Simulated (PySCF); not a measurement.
# Charge on either side of a bond

Compound: C₄H₈N₂Si₂.
SMILES with atom numbers: `[CH3:1][Si:2]([C:3]#[N:4])([C:5]#[N:6])[CH2:7][SiH3:8]` (hydrogens: H9, H10, H11 on C1; H12, H13 on C7; H14, H15, H16 on Si8)

Structure used (GFN2-xTB), in Å, numbered top down from 1:
```
atom  x, y, z in Å
C1    -1.543   -0.971   -0.834
Si2   -0.755    0.291    0.340
C3    -1.819    0.463    1.876
N4    -2.451    0.549    2.827
C5    -0.860    1.994   -0.434
N6    -0.909    3.031   -0.917
C7     1.036   -0.067    0.850
Si8    2.265   -0.293   -0.594
H9    -2.585   -0.734   -1.034
H10   -1.507   -1.972   -0.414
H11   -1.018   -0.989   -1.785
H12    1.391    0.746    1.485
H13    1.054   -0.964    1.470
H14    3.613   -0.442   -0.044
H15    1.894   -1.504   -1.332
H16    2.186    0.871   -1.475
```

Atomic charges (e) from the PBE0/pcSseg-1 density (PySCF):

```
atom  Mulliken      IAO  Hirshfeld  ESP-fitted
  C1   -0.6167  -0.7136    -0.1966     -0.6059
 Si2   +1.1013  +1.0505    +0.4710     +0.6271
  C3   -0.2007  -0.1558    -0.0322     +0.1020
  N4   -0.1950  -0.1800    -0.1873     -0.3533
  C5   -0.2039  -0.1594    -0.0293     +0.1509
  N6   -0.1910  -0.1773    -0.1841     -0.3705
  C7   -0.8611  -0.8216    -0.2365     -0.5138
 Si8   +0.4719  +0.6080    +0.3276     +0.4558
  H9   +0.1688  +0.1788    +0.0594     +0.1720
 H10   +0.1600  +0.1717    +0.0564     +0.1793
 H11   +0.1632  +0.1717    +0.0548     +0.1611
 H12   +0.1950  +0.1807    +0.0550     +0.1447
 H13   +0.1886  +0.1761    +0.0535     +0.1556
 H14   -0.0621  -0.1031    -0.0675     -0.0962
 H15   -0.0697  -0.1192    -0.0745     -0.1134
 H16   -0.0487  -0.1075    -0.0694     -0.0952
```

**Question.** Cut each of the bonds C1–Si2, C3–Si2, C7–Si2 and Si8–C7 in turn and sum the charges on the side of the atom named first.

**Answer.** In e; the other side holds the opposite charge:

| bond cut | piece | atoms | Mulliken | IAO | Hirshfeld | ESP-fitted |
| --- | --- | --- | --- | --- | --- | --- |
| C1–Si2 | CH3 | 4 | -0.125 | -0.191 | -0.026 | -0.094 |
| C3–Si2 | CN | 2 | -0.396 | -0.336 | -0.220 | -0.251 |
| C7–Si2 | CH5Si | 7 | -0.186 | -0.187 | -0.012 | -0.063 |
| Si8–C7 | SiH3 | 4 | +0.291 | +0.278 | +0.116 | +0.151 |

Extremes among these pieces. Mulliken: lowest CN at C3, highest SiH3 at Si8; IAO: lowest CN at C3, highest SiH3 at Si8; Hirshfeld: lowest CN at C3, highest SiH3 at Si8; ESP-fitted: lowest CN at C3, highest SiH3 at Si8.

**Question.** Do the schemes agree better on the pieces than on the single atoms at the cuts?

**Answer.** The spread between schemes averages 0.173 e for the pieces and 0.431 e for the atoms named first; it is smaller for the piece at 4 of the 4 cuts. On average they agree better on the pieces.

Isolated species at its GFN2-xTB geometry (one conformer only).
